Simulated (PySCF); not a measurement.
Distances in Å between the heavy atoms of a computed structure (GFN2-xTB; lower triangle, same order across):
```
C1    0.00
C2    1.33  0.00
C3    2.41  1.42  0.00
C4    3.75  2.63  1.36  0.00
P5    3.69  3.11  1.79  1.79  0.00
O6    4.44  4.07  2.92  2.92  1.47  0.00
C7    4.48  4.13  3.02  3.04  1.85  2.80  0.00
C8    4.10  4.19  3.46  3.97  2.60  3.29  1.44  0.00
N9    4.09  4.53  4.11  4.86  3.50  4.00  2.58  1.14  0.00
```

Hydrogens: 2 on C1, 1 on C2, 1 on C4, 2 on C7.

Neutral, closed shell.

Task: Read off the bonds between heavy atoms and their formal orders.

Result: C1–C2 (double); C2–C3 (single); C3–C4 (double); C4–P5 (single); P5–O6 (double); P5–C7 (single); C7–C8 (single); C8–N9 (triple); C3–P5 (single). The orders are those of one drawing; other resonance forms can be drawn.

Task: Write the SMILES.

Result: `C=CC1=CP1(=O)CC#N`, C6H6NOP. The mark at the stereocentre is left out: distances alone don't tell a structure from its mirror image. Among its features: nitrile, C=C double bond, phosphine oxide and P=O bond.

Task: Which rings does it hold (smallest set)?

Result: C3–C4–P5 (3 members).

Task: Describe the place of each heavy atom.

Result: C1: terminal =CH2 carbon; C2: alkene CH carbon; C3: fully substituted alkene carbon; C4: alkene CH carbon; P5: phosphoryl phosphorus; O6: phosphoryl oxygen; C7: sp3 carbon bound to phosphorus; C8: nitrile carbon; N9: nitrile nitrogen.

Conformer computed: `[CH2:1]=[CH:2][C:3]1=[CH:4][P@:5]1(=[O:6])[CH2:7][C:8]#[N:9]`: C1–C2–C3–C4 180°, C4–P5–C7–C8 -126°.
